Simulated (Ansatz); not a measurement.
AlCl$_{3}$H$_{2}$S (`[SH2+][Al-]([Cl])([Cl])[Cl]`), relaxed with RKS PBE0-D4/def2-TZVP in the Gaussian-basis code of Ansatz from a PBE-D4/def2-SVP geometry. The force threshold is 0.005 eV/Å; the program also tests the step.

Total charge 0; spin multiplicity 1.

Start:

```xyz
7

S    -0.426    0.632    1.374
Al    0.112   -0.760   -0.661
Cl    0.639   -2.573    0.297
Cl   -1.784   -0.618   -1.600
Cl    1.693    0.405   -1.476
H    -1.015    1.647    0.675
H     0.783    1.268    1.391
```

Question: By how much does the energy fall, and how many steps does the optimiser take? (Estimate.)

Answer: The calculation gave: 0.95 kcal/mol, in 13 steps, 2 of them rejected.

Question: Which bonds change most? (An estimate is asked.)

Answer: The calculation gave: S1–Al2 from 2.523 to 2.468 Å; Al2–Cl5 from 2.126 to 2.105 Å; Al2–Cl4 from 2.121 to 2.100 Å; S1–H7 from 1.366 to 1.346 Å.

Question: Give the relaxed structure. (An estimate is asked.)

Answer: Ansatz gave: 
```xyz
7

S    -0.559    0.674    1.270
Al    0.066   -0.717   -0.670
Cl    0.738   -2.416    0.364
Cl   -1.807   -0.798   -1.616
Cl    1.536    0.484   -1.579
H    -0.676    1.824    0.581
H     0.702    0.949    1.651
```
